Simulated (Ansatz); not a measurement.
`[SH][Cd][Cl]` + H₂O → `[OH][Cd][SH]` + HCl at 600 K and 1 bar (formal hydrolysis of a Cd–Cl bond).

Computed with Ansatz on PBE0-D4/def2-TZVP structures; ΔE is electronic, products minus reactants. CCSD(T)/CBS is the MP2 limit (def2-TZVPP, def2-QZVPP) plus CCSD(T) − MP2 in def2-TZVPP, frozen cores. This one scheme is used for every species. def2 core potentials past Kr. For Cd outer-core shells are correlated without core-valence functions, which leaves a few kJ/mol of doubt a bond. Each species was taken in one conformer, which may not be the lowest.

```csv
species,CCSD(T)/CBS energy (Eh),H − E (kJ/mol),S (J/(mol·K))
`[SH][Cd][Cl]`,-1025.94547,62.8,364.7
H₂O,-76.37941,76.8,212.8
`[OH][Cd][SH]`,-641.89858,98.0,374.3
HCl,-460.38127,35.4,207.2
```

H − E and S are ideal-gas, rigid-rotor, harmonic terms from PBE0-D4/def2-TZVP, for one conformer and one mirror image of each species. 1 Eh = 2625.50 kJ/mol, R = 8.31446 J/(mol·K).

By hand: ΔE, ΔH, ΔS and ΔG.

ΔE = (-641.89858) + (-460.38127) − (-1025.94547) − (-76.37941) = 0.04503 Eh = 118.2 kJ/mol. Δ(H − E) = 98.0 + 35.4 − 62.8 − 76.8 = -6.2, so ΔH = 112.0 kJ/mol. ΔS = 374.3 + 207.2 − 364.7 − 212.8 = 4.0 J/(mol·K). ΔG = 112.0 − 600 × (4.0)/1000 = 109.6 kJ/mol.

By hand: the equilibrium constant, and the temperature at which ΔG would vanish if ΔH and ΔS stayed fixed.

log₁₀ K = −ΔG/(RT ln 10) = -9.5. ΔG = 0 at ΔH/ΔS = 28000 K, far beyond where these terms or the molecules hold.

The number of gas molecules stays the same, so ΔS is small and ΔH decides. A doubt of 5 kJ/mol in ΔE shifts log₁₀ K by 0.4 here. Other conformers and mirror images would add mixing entropy, several J/(mol·K) or more a flexible species. These are equilibria of isolated gas molecules and say nothing of rates. Largest T1 diagnostic: 0.015 (customary marks: 0.02 for closed shells, 0.045 for open ones).
